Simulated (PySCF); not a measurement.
## Electron correlation in Ga⁺ (gallium, charge +1)

[Ar] 3d10 4s1 4p1, high-spin 3P determinant (an excited configuration). All numbers are calculated (PySCF 2.14, scalar relativity by spin-free X2C-1e, in aug-cc-pVDZ-DK (6s5p3d, 36 functions)). Frozen: [Ar] 3d10; 2 electrons correlated.

With two correlated electrons CCSD is exact within the correlated space (frozen core and kept virtual orbitals).

```json
{"level": "CCSD", "correlation energy (mhartree)": "-3.39"}
```

Diagnostics: T1 = 0.0024, D1 = 0.0036, largest double amplitude 0.029.

Cost of the coupled-cluster step: of the order of 0.09 core-seconds, for 2 correlated electrons.

Iterations:

```
CC2 = 0
CCSD nocc = (np.int64(2), np.int64(0)), nmo = (22, 22)
frozen orbitals [[0, 1, 2, 3, 4, 5, 6, 7, 8, 9, 10, 11, 12, 13], [0, 1, 2, 3, 4, 5, 6, 7, 8, 9, 10, 11, 12, 13]]
max_cycle = 100
direct = 0
conv_tol = 1e-08
conv_tol_normt = 1e-06
diis_space = 8
diis_start_cycle = 0
Init t2, MP2 energy = -0.00191389936529067
Init E_corr(UCCSD) = -0.00191389937327067
cycle = 1  E_corr(UCCSD) = -0.00272892270722446  dE = -0.000815023334  norm(t1,t2) = 0.0165909
cycle = 2  E_corr(UCCSD) = -0.00308824823334016  dE = -0.000359325526  norm(t1,t2) = 0.00773622
cycle = 3  E_corr(UCCSD) = -0.00339463585624703  dE = -0.000306387623  norm(t1,t2) = 0.00367999
cycle = 4  E_corr(UCCSD) = -0.00339163641976608  dE = 2.99943648e-06  norm(t1,t2) = 0.000239498
cycle = 5  E_corr(UCCSD) = -0.00339189639266364  dE = -2.59972898e-07  norm(t1,t2) = 2.00804e-05
cycle = 6  E_corr(UCCSD) = -0.00339179614037654  dE = 1.00252287e-07  norm(t1,t2) = 1.85142e-06
cycle = 7  E_corr(UCCSD) = -0.00339182757667305  dE = -3.14362965e-08  norm(t1,t2) = 3.73949e-07
cycle = 8  E_corr(UCCSD) = -0.00339182252876428  dE = 5.04790878e-09  norm(t1,t2) = 1.06078e-07
UCCSD converged
E(UCCSD) = -1941.713480450983  E_corr = -0.003391822528764277
```
